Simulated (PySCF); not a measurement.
How methods differ on the excitation energy of V

V [Ar] 3d3 4s2 (4F) → V [Ar] 3d3 4s1 4p1 (high-spin determinant), as a difference of total energies. Calculation: PySCF 2.14, in x2c-TZVPPall with one added diffuse shell each of s, p, d, f type (7s6p5d3f1g, 80 functions); the spin-free X2C one-electron Hamiltonian (Gaussian nucleus). Correlated levels: valence and next inner shell: [Ne] frozen. The calculations carry no spin-orbit coupling.

| method | excitation energy (cm⁻¹) |
| --- | --- |
| UHF | 8363.2 |
| MP2 (valence and next inner shell) | 15571 |
| SCS-MP2 (valence and next inner shell) | 17085 |
| CCSD (valence and next inner shell) | 16161 |
| CCSD(T) (valence and next inner shell) | 16930 |

The determinant of the upper state mixes LS terms, which raises its energy above the lowest term, most at the Hartree-Fock and MP2 levels.
